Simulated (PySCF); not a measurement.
## Magnetisability: `InChI=1S/C4H4FNO/c5-4(7)2-1-3-6/h1-2H2`

Molfile (atoms numbered from 1):
```
C4H4FNO
     RDKit          3D

 11 10  0  0  0  0  0  0  0  0999 V2000
    2.2463    0.3586   -1.8096 N   0  0  0  0  0  0  0  0  0  0  0  0
    1.6206   -0.0618   -0.9522 C   0  0  0  0  0  0  0  0  0  0  0  0
    0.8095   -0.6122    0.1086 C   0  0  0  0  0  0  0  0  0  0  0  0
   -0.6792   -0.3952   -0.1810 C   0  0  0  0  0  0  0  0  0  0  0  0
   -1.0695    1.0333    0.0279 C   0  0  0  0  0  0  0  0  0  0  0  0
   -0.4647    1.9232    0.5058 O   0  0  0  0  0  0  0  0  0  0  0  0
   -2.3455    1.2389   -0.4064 F   0  0  0  0  0  0  0  0  0  0  0  0
    1.0296   -1.6795    0.1914 H   0  0  0  0  0  0  0  0  0  0  0  0
    1.0856   -0.1190    1.0448 H   0  0  0  0  0  0  0  0  0  0  0  0
   -1.2945   -1.0037    0.4889 H   0  0  0  0  0  0  0  0  0  0  0  0
   -0.9328   -0.6799   -1.2059 H   0  0  0  0  0  0  0  0  0  0  0  0
  1  2  3  0
  2  3  1  0
  3  4  1  0
  4  5  1  0
  5  6  2  0
  5  7  1  0
  3  8  1  0
  3  9  1  0
  4 10  1  0
  4 11  1  0
M  END
```

Method used: GIAO B97-2/pcSseg-1 magnetisability, rotational g tensor and spin-rotation constants, non-relativistic, gas phase (PySCF). Geometry: GFN2-xTB.

(1) How diamagnetic is it, and how anisotropic?

(2) Split it along the inertial axes a, b, c into diamagnetic and paramagnetic parts about the centre of mass, with the quadrupole moment.

(3) And the rotational g tensor?

Results:

(1) Isotropic -884 × 10⁻³⁰ J/T², or -53.3 × 10⁻⁶ cm³/mol; principal values -1044, -833, -776 × 10⁻³⁰ J/T², anisotropy 244 × 10⁻³⁰ J/T² (root of half the summed squared differences of the principal values). The susceptibility is in cgs units.

(2) 
| axis | χ (10⁻⁶ cm³/mol) | diamagnetic (10⁻⁶ cm³/mol) | paramagnetic (10⁻⁶ cm³/mol) | summed x² of all electrons (Å²) | quadrupole Θ (D Å) |
| --- | --- | --- | --- | --- | --- |
| a | -54.5 | -296.7 | 242.2 | 152.0 | -10.88 |
| b | -53.0 | -763.6 | 710.6 | 42.0 | +5.80 |
| c | -52.3 | -822.9 | 770.5 | 28.0 | +5.08 |

Anisotropies 2χaa − χbb − χcc = -3.6 and 2χbb − χaa − χcc = +0.9 × 10⁻⁶ cm³/mol. Θ is traceless in Buckingham's convention.

(3) 
```
axis  rotational constant (GHz)        g  nuclear part  electronic part
   a                     5.3697  -0.0371        0.5739          -0.6111
   b                     1.5820  -0.0193        0.5088          -0.5281
   c                     1.4749  -0.0182        0.5157          -0.5339
```
Asymmetric top; isotopes 12C, 19F, 1H, 14N, 16O; no vibrational averaging.
